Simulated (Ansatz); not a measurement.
Consider the formal exchange of groups at the Si–Si bond: `O[SiH2]N[SiH2][SiH3]` + `N/C=C\S` → `[SiH3]/C=C\S` + `N[SiH2]N[SiH2]O`.

Calculated with Ansatz (gas phase, PBE0-D4/def2-TZVP geometries, no zero-point term in ΔE). CCSD(T)/CBS adds triple-zeta CCSD(T) − MP2 to the extrapolated MP2 energy (def2 sets, frozen cores). Double bonds are as drawn, so ΔE can hold a change between cis and trans. DFT in def2-TZVPP. B3LYP here is the variant with VWN-RPA as its local correlation; programs differ in this. One conformer a species, not always the lowest.

`O[SiH2]N[SiH2][SiH3]`:

```xyz
14

O     1.556    1.790    1.587
Si    1.316    0.196    1.259
N     1.305   -0.202   -0.411
Si   -0.042   -0.570   -1.437
Si   -2.072   -0.328   -0.294
H     0.906    2.414    1.260
H    -0.002   -0.257    1.777
H     2.447   -0.468    1.944
H     2.204   -0.171   -0.874
H    -0.061    0.346   -2.616
H     0.048   -1.953   -1.987
H    -2.162    1.011    0.354
H    -2.280   -1.376    0.739
H    -3.165   -0.432   -1.301
```

`N/C=C\S`:

```xyz
9

N     0.030    0.899    1.054
C     0.495    0.583   -0.187
C     0.104   -0.458   -0.937
S    -1.237   -1.489   -0.457
H     0.120    1.852    1.357
H    -0.821    0.431    1.330
H     1.290    1.226   -0.555
H     0.583   -0.651   -1.887
H    -0.563   -2.393    0.281
```

`[SiH3]/C=C\S`:

Z-matrix (Å, degrees):
```
Si
C 1 1.855
H 1 1.485 2 109.3
H 1 1.490 2 111.5 3 120.5
H 1 1.491 2 111.1 3 -120.3
C 2 1.336 1 126.4 3 169.6
H 2 1.087 1 117.8 3 -10.7
S 6 1.740 2 129.2 1 -0.3
H 6 1.088 2 120.8 1 179.6
H 8 1.345 6 98.0 2 -2.8
```

`N[SiH2]N[SiH2]O`:

```xyz
13

N    -1.006    1.761    1.376
Si   -0.214    0.244    1.306
N    -0.478   -0.483   -0.235
Si    0.626   -1.286   -1.278
O     0.929   -0.480   -2.682
H    -1.409    2.080    2.242
H    -0.751    2.529    0.778
H     1.268    0.270    1.450
H    -0.797   -0.515    2.445
H    -1.440   -0.455   -0.550
H     1.871   -1.475   -0.492
H     0.064   -2.573   -1.747
H     1.338    0.384   -2.613
```

```csv
level,ΔE (kJ/mol),difference from CCSD(T)/CBS
PBE-D4,-73.9,30.0
PBE0-D4,-78.8,25.1
B2PLYP,-101.9,2.0
B3LYP,-94.8,9.1
CCSD/def2-TZVPP,-103.6,0.3
CCSD(T)/def2-TZVPP,-102.4,1.5
SCS-MP2/def2-QZVPP,-112.9,-9.0
HF/CBS(def2),-109.9,-6.0
MP2/CBS(def2),-112.5,-8.6
CCSD/CBS(def2),-105.1,-1.2
CCSD(T)/CBS,-103.9,0
```

Largest T1 diagnostic among the species: 0.013.

From PBE to PBE0 (25 % exact exchange), in def2-TZVPP and without D4, ΔE moves by −4.9 kJ/mol.
